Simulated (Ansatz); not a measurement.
Total energies of Mg₃O₂ (the lowest singlet isomer of a short search) from Ansatz at PBE0-D4/def2-TZVP, gas phase (1 Eh = 27.2114 eV = 2625.5 kJ/mol). The reference geometry is relaxed at PBE-D4/def2-SVP.

| atom | x (Å) | y (Å) | z (Å) |
| --- | --- | --- | --- |
| Mg1 | 1.371 | 0.756 | -0.426 |
| Mg2 | -0.802 | 0.292 | 0.895 |
| Mg3 | -1.222 | -2.002 | -0.790 |
| O4 | 0.537 | 1.627 | 1.005 |
| O5 | 0.116 | -0.673 | -0.684 |

```tsv
state	geometry	energy (Eh)
charge 0 singlet	reference	-750.37465
charge 1 doublet	reference	-750.14831
charge 1 doublet	relaxed at PBE-D4/def2-SVP	-750.16256
charge 0 triplet	relaxed at PBE-D4/def2-SVP	-750.35995
charge 0 quintet	relaxed at PBE-D4/def2-SVP	-750.29606
free Mg atom (singlet)	–	-199.96078
free O atom (triplet)	–	-75.01860
```

Question: Work out the vertical ionisation energy to the doublet.

Answer: E(charge 1 doublet) − E(charge 0 singlet) = -750.14831 − (-750.37465) = 0.22634 Eh = 6.16 eV. For comparison, −ε of the highest occupied level is 4.69 eV at this level, 1.47 eV less.

Question: How much does the charge 1 doublet relax, and what is the adiabatic ionisation energy?

Answer: Relaxation: -750.14831 − (-750.16256) = 0.01425 Eh = 0.39 eV. Adiabatic ionisation energy: 0.21209 Eh = 5.77 eV, without zero-point energy. 

Question: Which of the charge 0 states is lowest, and how far above it are the others?

Answer: The singlet. triplet: -750.35995 − (-750.37465) = 0.01470 Eh = 38.6 kJ/mol; quintet: -750.29606 − (-750.37465) = 0.07859 Eh = 206.3 kJ/mol. The triplet differs in its bonds from the reference. The quintet differs in its bonds from the reference.

Question: What is the binding energy per atom against free atoms?

Answer: Atoms: 3 × (-199.96078) + 2 × (-75.01860) = -749.91954 Eh. Binding: -749.91954 − (-750.37465) = 0.45511 Eh = 12.38 eV, or 2.48 eV for each of 5 atoms (no zero-point energy, no counterpoise term).

The structure comes from a short search, and lower isomers may exist.
